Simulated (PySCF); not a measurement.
## Calculated data, BClGeH4N, B2GeH5O, BClGeH3, AlBGeH4N and others

Computed with PySCF 2.14.0. Calculation on a computer-drawn molecule: the log of a Hartree-Fock and frozen-core CCSD(T) single point meant for a local Hartree-Fock minimum, with one planted fault or none, to be diagnosed. Offsets are logged minus clean, where the clean run is the same molecule without the fault. The reference is restricted for singlets and unrestricted otherwise, and also for a bond in bohr or an excited solution. Adding or removing an electron swaps singlet and doublet. The excited solution moves the top pair (singlet) or top alpha electron (doublet) to the lowest empty orbital. Highest occupied and lowest empty are orbital energies over both spins, largest force is the largest gradient component, triples share is (T) over the correlation energy, the T1 limit is 0.02 restricted and 0.045 unrestricted, electrons count all cores, a negative frequency is imaginary (commonest isotopes), and the dipole is about the centre of nuclear charge; on germanium a core potential holds 10 electrons, which the energies leave out, and 3d is frozen in MP2 and coupled-cluster steps.

Common to all runs: meant multiplicity 1; logged SCF converged yes; logged SCF stable within its kind yes; possible faults no fault, one electron removed, one electron added, multiplicity raised by two, geometry at a saddle point, SCF held on an excited solution, minimal basis STO-3G, one bond length entered in bohr, all coordinates scaled.

(1) 
```xyz
8
formula=BClGeH4N meant_charge=1 meant_basis=cc-pV(D+d)Z meant_basis_and_core_potential_on_germanium=cc-pVDZ-PP_ECP10MDF logged_electrons=65 logged_basis_functions=94 logged_spin_squared=0.7741 logged_highest_occupied=-5.4711 logged_lowest_empty=0.75738 logged_largest_force=0.046341 logged_T1_diagnostic=0.014473 logged_D1_diagnostic=0.051889 logged_triples_share=0.02506 logged_CC_converged=yes logged_dipole_magnitude=2.8569 logged_energy_HF=-834.29459 logged_energy_CCSD(T)=-834.81863 planted_fault=one_electron_added HF_energy_offset_from_clean_run=-108 CCSD(T)_energy_offset_from_clean_run=-111.1
B     -1.5760     0.7943    -0.9801
Ge    -0.6307    -0.2338     0.5903
N      0.7285    -1.3060     0.5053
Cl    -1.3248    -0.0174     2.5436
H     -1.1592     1.8764    -1.2268
H     -2.4786     0.2348    -1.5071
H      1.2019    -1.5361    -0.3512
H      1.1163    -1.7576     1.3169
```

Units: logged_highest_occupied, logged_lowest_empty in eV; logged_largest_force in hartree/bohr; logged_dipole_magnitude in debye; logged_energy_HF, logged_energy_CCSD(T) in hartree; HF_energy_offset_from_clean_run, CCSD(T)_energy_offset_from_clean_run in kcal/mol.

Drawn bonds:
```csv
atom,other atom,order
1,2,1
2,3,1
2,4,1
1,5,1
1,6,1
3,7,1
3,8,1
```

(2) 
```xyz
9
formula=B2GeH5O meant_charge=1 meant_basis=cc-pVDZ meant_basis_and_core_potential_on_germanium=cc-pVDZ-PP_ECP10MDF logged_electrons=54 logged_basis_functions=90 logged_spin_squared=2.031 logged_highest_occupied=-13.063 logged_lowest_empty=-7.6908 logged_largest_force=0.056964 logged_T1_diagnostic=0.022117 logged_D1_diagnostic=0.091069 logged_triples_share=0.029573 logged_CC_converged=yes logged_dipole_magnitude=1.2541 logged_energy_HF=-420.16639 logged_energy_CCSD(T)=-420.64121 planted_fault=multiplicity_raised_by_two HF_energy_offset_from_clean_run=62.32 CCSD(T)_energy_offset_from_clean_run=63.27
B      1.2107    -2.6927     1.9881
Ge     0.7459    -1.2712     0.5423
B      1.5044     0.7145     0.2799
O      2.4988     1.0764    -0.4987
H      2.0023    -3.5364     1.7098
H      0.6687    -2.6104     3.0441
H     -0.4253    -1.6664    -0.3569
H      0.9027     1.5023     0.9426
H      2.9752     0.4557    -1.0307
```

Units: logged_highest_occupied, logged_lowest_empty in eV; logged_largest_force in hartree/bohr; logged_dipole_magnitude in debye; logged_energy_HF, logged_energy_CCSD(T) in hartree; HF_energy_offset_from_clean_run, CCSD(T)_energy_offset_from_clean_run in kcal/mol.

Drawn bonds:
```csv
atom,other atom,order
1,2,1
2,3,1
3,4,1
1,5,1
1,6,1
2,7,1
3,8,1
4,9,1
```

(3) 
```xyz
6
formula=BClGeH3 meant_charge=1 meant_basis=cc-pV(D+d)Z meant_basis_and_core_potential_on_germanium=cc-pVDZ-PP_ECP10MDF logged_electrons=56 logged_basis_functions=75 logged_spin_squared=0 logged_highest_occupied=-17.278 logged_lowest_empty=-6.4784 logged_largest_force=3.591e-05 logged_lowest_frequency=-164.09 logged_T1_diagnostic=0.01634 logged_D1_diagnostic=0.056141 logged_triples_share=0.026575 logged_CC_converged=yes logged_dipole_magnitude=4.2063 logged_energy_HF=-779.03447 logged_energy_CCSD(T)=-779.37277 planted_fault=geometry_at_a_saddle_point HF_energy_offset_from_clean_run=2.656 CCSD(T)_energy_offset_from_clean_run=2.631
B     -1.2363     0.0495     0.0000
Ge     0.9043     0.1580     0.0000
Cl     1.9952    -1.6069     0.0000
H     -1.8082     1.0873     0.0000
H     -1.6863    -1.0458     0.0000
H      1.8313     1.3579     0.0000
```

Units: logged_highest_occupied, logged_lowest_empty in eV; logged_largest_force in hartree/bohr; logged_lowest_frequency in cm⁻¹; logged_dipole_magnitude in debye; logged_energy_HF, logged_energy_CCSD(T) in hartree; HF_energy_offset_from_clean_run, CCSD(T)_energy_offset_from_clean_run in kcal/mol.

Drawn bonds:
```csv
atom,other atom,order
1,2,1
2,3,1
1,4,1
1,5,1
2,6,1
```

(4) 
```xyz
6
formula=BClGeH3 meant_charge=1 meant_basis=cc-pV(D+d)Z meant_basis_and_core_potential_on_germanium=cc-pVDZ-PP_ECP10MDF logged_electrons=55 logged_basis_functions=75 logged_spin_squared=0.7666 logged_highest_occupied=-23.675 logged_lowest_empty=-14.774 logged_largest_force=0.047684 logged_T1_diagnostic=0.06209 logged_D1_diagnostic=0.325 logged_triples_share=0.031536 logged_CC_converged=yes logged_dipole_magnitude=1.5433 logged_energy_HF=-778.44234 logged_energy_CCSD(T)=-778.76335 planted_fault=one_electron_removed HF_energy_offset_from_clean_run=374.2 CCSD(T)_energy_offset_from_clean_run=385
B     -0.8422     2.0910    -0.4759
Ge    -2.4337     1.7817     0.8607
Cl    -2.3789     2.8106     2.6639
H     -0.9711     2.9792    -1.2518
H      0.0894     1.3651    -0.3627
H     -3.6708     0.9131     0.7586
```

Units: logged_highest_occupied, logged_lowest_empty in eV; logged_largest_force in hartree/bohr; logged_dipole_magnitude in debye; logged_energy_HF, logged_energy_CCSD(T) in hartree; HF_energy_offset_from_clean_run, CCSD(T)_energy_offset_from_clean_run in kcal/mol.

Drawn bonds:
```csv
atom,other atom,order
1,2,1
2,3,1
1,4,1
1,5,1
2,6,1
```

Notes: T1 above single-reference limit.

(5) 
```xyz
8
formula=AlBGeH4N meant_charge=1 meant_basis=cc-pV(D+d)Z meant_basis_and_core_potential_on_germanium=cc-pVDZ-PP_ECP10MDF logged_electrons=59 logged_basis_functions=94 logged_spin_squared=0.7643 logged_highest_occupied=-21.203 logged_lowest_empty=-10.709 logged_largest_force=0.079723 logged_T1_diagnostic=0.036305 logged_D1_diagnostic=0.18795 logged_triples_share=0.027544 logged_CC_converged=yes logged_dipole_magnitude=6.0817 logged_energy_HF=-616.03003 logged_energy_CCSD(T)=-616.40494 planted_fault=one_electron_removed HF_energy_offset_from_clean_run=283.9 CCSD(T)_energy_offset_from_clean_run=314.8
B      3.3514     0.6325    -2.6688
Ge     3.3356    -1.0880    -1.4954
N      2.8675    -1.0563     0.1440
Al     2.4376    -1.1617     1.7362
H      4.3453     1.2859    -2.7065
H      2.3632     0.9235    -3.2646
H      3.7449    -2.4411    -2.0680
H      2.0312    -1.2277     3.2204
```

Units: logged_highest_occupied, logged_lowest_empty in eV; logged_largest_force in hartree/bohr; logged_dipole_magnitude in debye; logged_energy_HF, logged_energy_CCSD(T) in hartree; HF_energy_offset_from_clean_run, CCSD(T)_energy_offset_from_clean_run in kcal/mol.

Drawn bonds:
```csv
atom,other atom,order
1,2,1
2,3,1
3,4,2
1,5,1
1,6,1
2,7,1
4,8,1
```

(6) 
```xyz
9
formula=BGeH6Si meant_charge=1 meant_basis=cc-pV(D+d)Z meant_basis_and_core_potential_on_germanium=cc-pVDZ-PP_ECP10MDF logged_electrons=56 logged_basis_functions=90 logged_spin_squared=0 logged_highest_occupied=-15.548 logged_lowest_empty=-5.3098 logged_largest_force=0.023006 logged_T1_diagnostic=0.01401 logged_D1_diagnostic=0.030053 logged_triples_share=0.02552 logged_CC_converged=yes logged_dipole_magnitude=0.78686 logged_energy_HF=-610.18203 logged_energy_CCSD(T)=-610.50231 planted_fault=all_coordinates_scaled,by_+4.4_% HF_energy_offset_from_clean_run=7.32 CCSD(T)_energy_offset_from_clean_run=5.115
B      1.0443     3.0168     0.4915
Ge     0.2325     1.5061    -0.8390
Si    -1.0713    -0.6408    -0.3201
H      0.3208     3.9813     0.7920
H      2.2027     2.8612     0.9132
H      0.5009     1.7920    -2.3861
H     -1.2096    -0.6979     1.2050
H     -0.1804    -1.7394    -0.9166
H     -2.3954    -0.4318    -1.0684
```

Units: logged_highest_occupied, logged_lowest_empty in eV; logged_largest_force in hartree/bohr; logged_dipole_magnitude in debye; logged_energy_HF, logged_energy_CCSD(T) in hartree; HF_energy_offset_from_clean_run, CCSD(T)_energy_offset_from_clean_run in kcal/mol.

Drawn bonds:
```csv
atom,other atom,order
1,2,1
2,3,1
1,4,1
1,5,1
2,6,1
3,7,1
3,8,1
3,9,1
```

(7) 
```xyz
8
formula=B2GeH5 meant_charge=-1 meant_basis=aug-cc-pVDZ meant_basis_and_core_potential_on_germanium=aug-cc-pVDZ-PP_ECP10MDF logged_electrons=47 logged_basis_functions=123 logged_spin_squared=0.7596 logged_highest_occupied=-8.4211 logged_lowest_empty=-0.43013 logged_largest_force=0.025356 logged_T1_diagnostic=0.015708 logged_D1_diagnostic=0.068274 logged_triples_share=0.028691 logged_CC_converged=yes logged_dipole_magnitude=0.046429 logged_energy_HF=-345.58313 logged_energy_CCSD(T)=-345.89844 planted_fault=one_electron_removed HF_energy_offset_from_clean_run=22.42 CCSD(T)_energy_offset_from_clean_run=53.53
B     -0.3738     1.5700    -0.1878
Ge    -0.9341    -0.2167     0.4605
B     -2.6524    -0.6157     1.3632
H      0.6851     1.7761    -0.7356
H     -1.1056     2.5206    -0.0428
H      0.0508    -1.3975     0.2443
H     -3.4527     0.2692     1.5548
H     -2.9607    -1.7213     1.7461
```

Units: logged_highest_occupied, logged_lowest_empty in eV; logged_largest_force in hartree/bohr; logged_dipole_magnitude in debye; logged_energy_HF, logged_energy_CCSD(T) in hartree; HF_energy_offset_from_clean_run, CCSD(T)_energy_offset_from_clean_run in kcal/mol.

Drawn bonds:
```csv
atom,other atom,order
1,2,1
2,3,1
1,4,1
1,5,1
2,6,1
3,7,1
3,8,1
```

(8) 
```xyz
11
formula=B2GeH7N meant_charge=0 meant_basis=cc-pVDZ meant_basis_and_core_potential_on_germanium=cc-pVDZ-PP_ECP10MDF logged_electrons=56 logged_basis_functions=100 logged_spin_squared=1.002 logged_highest_occupied=-7.4101 logged_lowest_empty=1.0287 logged_largest_force=0.040506 logged_dipole_magnitude=2.7579 logged_energy_HF=-401.07886 planted_fault=one_bond_length_entered_in_bohr,row_3_of_the_drawn_bonds HF_energy_offset_from_clean_run=123.7
B     -0.7158    -2.4526    -0.9823
Ge     0.3400    -0.6633    -1.1572
B      0.4566     0.3375     0.6830
N     -0.5734     2.7272     0.9890
H     -0.1742    -3.4471    -0.5849
H     -1.8879    -2.5174    -1.2326
H     -0.3177     0.2524    -2.2146
H      1.7667    -0.9580    -1.6629
H      0.9966    -0.1728     1.6289
H     -1.0344     3.2291     0.2584
H     -0.5270     3.2306     1.8517
```

Units: logged_highest_occupied, logged_lowest_empty in eV; logged_largest_force in hartree/bohr; logged_dipole_magnitude in debye; logged_energy_HF in hartree; HF_energy_offset_from_clean_run in kcal/mol.

Drawn bonds:
```csv
atom,other atom,order
1,2,1
2,3,1
3,4,1
1,5,1
1,6,1
2,7,1
2,8,1
3,9,1
4,10,1
4,11,1
```

Notes: coupled-cluster numbers left out as unreliable.

(9) 
```xyz
11
formula=B2GeH7N meant_charge=0 meant_basis=cc-pVDZ meant_basis_and_core_potential_on_germanium=cc-pVDZ-PP_ECP10MDF logged_electrons=56 logged_basis_functions=100 logged_spin_squared=2.0245 logged_highest_occupied=-6.997 logged_lowest_empty=-1.2424 logged_largest_force=0.056847 logged_T1_diagnostic=0.019127 logged_D1_diagnostic=0.081525 logged_triples_share=0.028163 logged_CC_converged=yes logged_dipole_magnitude=5.0348 logged_energy_HF=-401.15932 logged_energy_CCSD(T)=-401.66151 planted_fault=multiplicity_raised_by_two HF_energy_offset_from_clean_run=73.22 CCSD(T)_energy_offset_from_clean_run=78.18
B     -0.7158    -2.4526    -0.9823
Ge     0.3400    -0.6633    -1.1572
B      0.4566     0.3375     0.6830
N     -0.0884     1.6021     0.8449
H     -0.1742    -3.4471    -0.5849
H     -1.8879    -2.5174    -1.2326
H     -0.3177     0.2524    -2.2146
H      1.7667    -0.9580    -1.6629
H      0.9966    -0.1728     1.6289
H     -0.5495     2.1040     0.1144
H     -0.0421     2.1055     1.7077
```

Units: logged_highest_occupied, logged_lowest_empty in eV; logged_largest_force in hartree/bohr; logged_dipole_magnitude in debye; logged_energy_HF, logged_energy_CCSD(T) in hartree; HF_energy_offset_from_clean_run, CCSD(T)_energy_offset_from_clean_run in kcal/mol.

Drawn bonds:
```csv
atom,other atom,order
1,2,1
2,3,1
3,4,1
1,5,1
1,6,1
2,7,1
2,8,1
3,9,1
4,10,1
4,11,1
```

(10) 
```xyz
11
formula=B2GeH7N meant_charge=0 meant_basis=cc-pVDZ meant_basis_and_core_potential_on_germanium=cc-pVDZ-PP_ECP10MDF logged_electrons=56 logged_basis_functions=100 logged_spin_squared=0 logged_highest_occupied=-9.9583 logged_lowest_empty=1.5863 logged_largest_force=0.010756 logged_T1_diagnostic=0.015277 logged_D1_diagnostic=0.052888 logged_triples_share=0.027561 logged_CC_converged=yes logged_dipole_magnitude=2.2864 logged_energy_HF=-401.27446 logged_energy_CCSD(T)=-401.78637 planted_fault=all_coordinates_scaled,by_+1.3_% HF_energy_offset_from_clean_run=0.9728 CCSD(T)_energy_offset_from_clean_run=-0.1715
B     -0.7251    -2.4845    -0.9950
Ge     0.3444    -0.6720    -1.1722
B      0.4626     0.3419     0.6919
N     -0.0896     1.6229     0.8559
H     -0.1765    -3.4919    -0.5925
H     -1.9124    -2.5501    -1.2486
H     -0.3219     0.2557    -2.2433
H      1.7896    -0.9705    -1.6845
H      1.0096    -0.1750     1.6501
H     -0.5566     2.1314     0.1159
H     -0.0426     2.1328     1.7299
```

Units: logged_highest_occupied, logged_lowest_empty in eV; logged_largest_force in hartree/bohr; logged_dipole_magnitude in debye; logged_energy_HF, logged_energy_CCSD(T) in hartree; HF_energy_offset_from_clean_run, CCSD(T)_energy_offset_from_clean_run in kcal/mol.

Drawn bonds:
```csv
atom,other atom,order
1,2,1
2,3,1
3,4,1
1,5,1
1,6,1
2,7,1
2,8,1
3,9,1
4,10,1
4,11,1
```
